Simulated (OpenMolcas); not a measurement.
Co3+ (d6) among equal point charges was computed by CASSCF with the d shell active (OpenMolcas, ANO-RCC-VDZP on the metal). Its lowest spin-free states, and all those of the highest spin:

| 2S+1 | Degeneracy | E (cm-1) |
| --- | --- | --- |
| 5 | 1 | 0.0 |
| 5 | 2 | 836.8 |
| 5 | 1 | 7118 |
| 5 | 1 | 12703 |
| 3 | 2 | 24366 |
| 3 | 1 | 24891 |
| 3 | 1 | 25206 |
| 3 | 2 | 26573 |
| 3 | 1 | 27495 |
| 3 | 1 | 28165 |
| 3 | 1 | 28173 |
| 3 | 2 | 28330 |

**Question.** Is the site octahedral, tetrahedral or cube-like, axial, or of lower symmetry?

**Answer.** The states with 2S+1 = 5 have orbital degeneracies 1, 2, 1, 1. There are pairs but no triples, so the site is axial: not cubic, but with a proper or improper axis of order three or more. The run had Co3+ among 5 point charges of -1.6 e arranged as a square pyramid (C4v), 1.72 Å from the ion, with the axial distance 1.944 Å.

Without dynamic correlation the repulsion within the d shell is too large (B by tens of per cent), so at a given field states of lower spin stand too high. Point charges give a weaker field than real ligands, and real ions of this kind are often low spin; the high spin found here belongs to the model. This is an electrostatic model: the charges have no orbitals. An unlabelled pair can be two single states that coincide in this model. No measured value stands beside these numbers.
